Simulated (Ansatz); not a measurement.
Start from `COB(F)[SiH2]F` and change one atom or group to get `COB(F)O[SiH3]`.

Ansatz, PBE0-D4/def2-TZVP geometries, multiplicity 1. Each molecule was computed in one conformer, which needn't be the lowest.

| property | `COB(F)[SiH2]F` |
| --- | --- |
| HOMO energy (ωB97M-V/def2-TZVPP) / eV | -10.63 |
| size of the dipole moment (B3LYP/def2-TZVPP) / D | 1.44 |
| HOMO–LUMO gap (PBE0/def2-TZVPP) / eV | 7.69 |
| HOMO–LUMO gap (PBE/def2-TZVPP) / eV | 5.36 |
| HOMO energy (PBE/def2-TZVPP) / eV | -6.99 |
| HOMO energy (PBE0/def2-TZVPP) / eV | -8.42 |

(1) Give the same properties after the change, and the shifts. (Best estimate.)

Results:

(1) Ansatz gave: 
```csv
property,`COB(F)O[SiH3]`,shift
HOMO energy (ωB97M-V/def2-TZVPP) / eV,-11.24,-0.61
size of the dipole moment (B3LYP/def2-TZVPP) / D,1.75,0.31
HOMO–LUMO gap (PBE0/def2-TZVPP) / eV,9.05,1.36
HOMO–LUMO gap (PBE/def2-TZVPP) / eV,6.64,1.28
HOMO energy (PBE/def2-TZVPP) / eV,-7.33,-0.34
HOMO energy (PBE0/def2-TZVPP) / eV,-8.88,-0.46
```

With PBE0 the HOMO falls by 0.46 eV and the LUMO rises by 0.90 eV, so the gap widens by about 1.36 eV. PBE moves the HOMO by -0.34 eV and ωB97M-V by -0.61 eV. Dipoles are sizes alone; their direction can turn.

B3LYP here is the variant with VWN-RPA as its local correlation; programs differ in this.
